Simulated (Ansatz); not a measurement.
`[SiH3][SiH]1[AlH][S]1` + HCl → `Cl[SiH]1[AlH][S]1` + SiH₄ at 400 K and 1 bar (cleavage of the Si–Si bond).

Calculated with Ansatz (gas phase, PBE0-D4/def2-TZVP geometries, no zero-point term in ΔE). CCSD(T)/CBS is the MP2 limit (def2-TZVPP, def2-QZVPP) plus CCSD(T) − MP2 in def2-TZVPP, frozen cores. This one scheme is used for every species.

| species | CCSD(T)/CBS energy (Eh) | H − E (kJ/mol) | S (J/(mol·K)) |
| --- | --- | --- | --- |
| `[SiH3][SiH]1[AlH][S]1` | -1220.97997 | 148.0 | 396.9 |
| HCl | -460.38127 | 29.6 | 195.4 |
| `Cl[SiH]1[AlH][S]1` | -1389.93083 | 79.9 | 357.8 |
| SiH₄ | -291.46306 | 96.9 | 218.6 |

H − E and S are ideal-gas, rigid-rotor, harmonic terms from PBE0-D4/def2-TZVP, for one conformer and one mirror image of each species. 1 Eh = 2625.50 kJ/mol, R = 8.31446 J/(mol·K).

Problem. By hand: ΔE, ΔH, ΔS and ΔG.

Solution. ΔE = (-1389.93083) + (-291.46306) − (-1220.97997) − (-460.38127) = -0.03265 Eh = -85.7 kJ/mol. Δ(H − E) = 79.9 + 96.9 − 148.0 − 29.6 = -0.8, so ΔH = -86.5 kJ/mol. ΔS = 357.8 + 218.6 − 396.9 − 195.4 = -15.9 J/(mol·K). ΔG = -86.5 − 400 × (-15.9)/1000 = -80.1 kJ/mol.

Problem. By hand: the equilibrium constant, and the temperature at which ΔG would vanish if ΔH and ΔS stayed fixed.

Solution. log₁₀ K = −ΔG/(RT ln 10) = 10.5. ΔG = 0 at ΔH/ΔS = 5440 K, far beyond where these terms or the molecules hold.

ΔH outweighs TΔS. A doubt of 5 kJ/mol in ΔE shifts log₁₀ K by 0.7 here. Other conformers and mirror images would add mixing entropy, several J/(mol·K) or more a flexible species. These are equilibria of isolated gas molecules and say nothing of rates. Largest T1 diagnostic: 0.015 (customary marks: 0.02 for closed shells, 0.045 for open ones).
